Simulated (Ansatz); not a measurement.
Cost and result for the atomization energy of C2H6BFO2 (12 atoms, 11 bonds).

```xyz
12

B    -0.843   -0.293   -1.610
C    -0.163    0.419   -0.337
O    -1.623   -1.208   -0.726
F    -0.846    1.264    0.384
O     0.926    0.058    0.218
C     1.245    0.468    1.566
H    -1.540    0.499   -2.198
H     0.009   -0.825   -2.288
H    -1.162   -2.046   -0.656
H     2.198   -0.002    1.784
H     1.328    1.552    1.616
H     0.472    0.114    2.247
```

Charge 0, multiplicity 1. The bonds changed during the relaxation, so this is another structure than the one it started from. The structure was optimised at the PBE0-D4/def2-TZVP level. It is one conformer, not always the lowest. Program: Ansatz. All runs use 4 threads of an Arm Neoverse V2 on a shared host. Times are those of one run each, without the atoms' runs, and a repeat can differ threefold. Electronic energies, without spin–orbit coupling; frozen cores. CCSD(T)/CBS adds CCSD(T) − MP2 in def2-TZVPP to the MP2 limit, and its time is that of the two runs behind it. T1 = 0.016. B3LYP takes the VWN-RPA correlation (the form of Gaussian; ORCA's B3LYP/G). HSE06 is the plane-wave form, built on full-range PBE exchange.

CCSD(T)/CBS is a level of theory with its own doubt, some kJ/mol a heavy atom from the limit and from the frozen cores, so smaller differences don't rank the functionals.

| level | functions | wall time |
| --- | --- | --- |
| revPBE-D4/def2-TZVPP | 270 | 2.2 s |
| PBE0-D4/def2-TZVPP | 270 | 3.1 s |
| BHLYP-D4/def2-TZVPP | 270 | 3.2 s |
| HSE06-D4/def2-TZVPP | 270 | 3.4 s |
| B3LYP-D4/def2-TZVPP (with forces) | 270 | 4.8 s |
| r2SCAN-D4/def2-TZVPP (with forces) | 270 | 5.5 s |
| PBE-QIDH/def2-TZVPP | 270 | 6.5 s |
| ωB97X-V/def2-TZVPP | 270 | 8 s |
| B97M-V/def2-TZVPP | 270 | 10 s |
| CCSD(T)/def2-SVP | 114 | 11 s |
| MP2/def2-QZVPP | 522 | 29 s |
| CCSD(T)/def2-TZVPP | 270 | 5.7 min |
| CCSD(T)/CBS(def2) | – | 6.2 min |

Question: What atomization energy does each give, and how far from CCSD(T)/CBS? (An estimate is asked.)

Answer: The calculation gave: 
```json
{"level": "revPBE-D4/def2-TZVPP", "atomization (kcal/mol)": "1096.4", "difference from CCSD(T)/CBS": "5.2", "per bond": "0.5"}
{"level": "PBE0-D4/def2-TZVPP", "atomization (kcal/mol)": "1097.2", "difference from CCSD(T)/CBS": "6.0", "per bond": "0.5"}
{"level": "BHLYP-D4/def2-TZVPP", "atomization (kcal/mol)": "1048.8", "difference from CCSD(T)/CBS": "-42.4", "per bond": "-3.9"}
{"level": "HSE06-D4/def2-TZVPP", "atomization (kcal/mol)": "1098.4", "difference from CCSD(T)/CBS": "7.2", "per bond": "0.6"}
{"level": "B3LYP-D4/def2-TZVPP (with forces)", "atomization (kcal/mol)": "1094.3", "difference from CCSD(T)/CBS": "3.1", "per bond": "0.3"}
{"level": "r2SCAN-D4/def2-TZVPP (with forces)", "atomization (kcal/mol)": "1102.8", "difference from CCSD(T)/CBS": "11.6", "per bond": "1.0"}
{"level": "PBE-QIDH/def2-TZVPP", "atomization (kcal/mol)": "1084.3", "difference from CCSD(T)/CBS": "-6.9", "per bond": "-0.6"}
{"level": "ωB97X-V/def2-TZVPP", "atomization (kcal/mol)": "1095.2", "difference from CCSD(T)/CBS": "4.0", "per bond": "0.4"}
{"level": "B97M-V/def2-TZVPP", "atomization (kcal/mol)": "1095.4", "difference from CCSD(T)/CBS": "4.2", "per bond": "0.4"}
{"level": "CCSD(T)/def2-SVP", "atomization (kcal/mol)": "1039.1", "difference from CCSD(T)/CBS": "-52.1", "per bond": "-4.7"}
{"level": "MP2/def2-QZVPP", "atomization (kcal/mol)": "1106.7", "difference from CCSD(T)/CBS": "15.5", "per bond": "1.4"}
{"level": "CCSD(T)/def2-TZVPP", "atomization (kcal/mol)": "1063.5", "difference from CCSD(T)/CBS": "-27.7", "per bond": "-2.5"}
{"level": "CCSD(T)/CBS(def2)", "atomization (kcal/mol)": "1091.2", "difference from CCSD(T)/CBS": "0.0", "per bond": "0.0"}
```

From BLYP to BHLYP (50 % exact exchange), in def2-TZVPP and without D4, the atomization energy moves by −47.4 kcal/mol: exact exchange takes away binding that semilocal exchange gives to molecules. At CCSD(T), def2-SVP lies −52.2 kcal/mol from the extrapolated value and def2-TZVPP −27.7 kcal/mol: correlation converges slowly with the basis, and small sets miss more of it in the bonded molecule than in its fragments. In def2-TZVPP, CCSD(T) changes the Hartree–Fock value by +292.1 kcal/mol (the triples alone add +19.7 kcal/mol) and MP2 by +319.0 kcal/mol; breaking electron pairs costs correlation energy, which Hartree–Fock lacks.
